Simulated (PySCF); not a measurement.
**Ionisation energy of La⁺ by level of theory**

La⁺ [Xe] 5d2 [5d3/2^2, M_J = 2] → La²⁺ [Xe] 5d1 [5d3/2^1, M_J = 3/2], as a difference of total energies. All numbers are calculated (PySCF 2.14, the two-component X2C-1e Hamiltonian, in x2c-TZVPall-2c (11s11p10d2f, 108 functions)). Correlated levels: [Ar] 3d10 frozen; the 18 highest virtual spinors dropped. "Screened" scales the spin-orbit matrix elements by Boettger's factors to mimic the two-electron term; Breit and QED terms are absent.

```json
{"method": "GHF (spin-free)", "ionisation energy (eV)": "10.368"}
{"method": "GMP2 (spin-free)", "ionisation energy (eV)": "10.776"}
{"method": "GHF (screened spin-orbit)", "ionisation energy (eV)": "10.379"}
{"method": "GMP2 (screened spin-orbit)", "ionisation energy (eV)": "10.815"}
```

How much does correlation contribute at GMP2 (screened spin-orbit)?

10.815 − (10.379) = 0.436 eV, measured against GHF (screened spin-orbit).

The spin-free rows relax to the high-spin LS determinant and lack the spin-orbit shift.

Errors of the correlated levels include the incompleteness of this basis and the frozen core.

The labels give the starting determinants; with spin-orbit coupling the two ends relaxed to ⟨J²⟩ = 6.40, ⟨L²⟩ = 10.81, ⟨S²⟩ = 1.74 and ⟨J²⟩ = 3.77, ⟨L²⟩ = 6.05, ⟨S²⟩ = 0.79.

The determinant of La⁺ mixes levels of different J (the jj label is only the starting occupation), so the difference between spin-free and spin-orbit rows is not the physical spin-orbit shift.

For comparison: 11.185 eV (measured; NIST Atomic Spectra Database, ionization energies).
